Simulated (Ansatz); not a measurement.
Species: CH5ClOSi, SMILES `[SiH2](Cl)OC` (C–O–Si–Cl torsion 180°) (charge 0, multiplicity 1), formula CH5ClOSi.

### Question
How many basis functions does frozen-core CCSD(T)/def2-TZVPP // PBE0-D4/def2-TZVP (Ansatz, an electronic-structure program) use, how many core orbitals are frozen, and how many electrons are correlated?

### Answer
216 basis functions and 12 frozen orbitals, which leaves 26 correlated electrons. Core time is of the order of minutes.
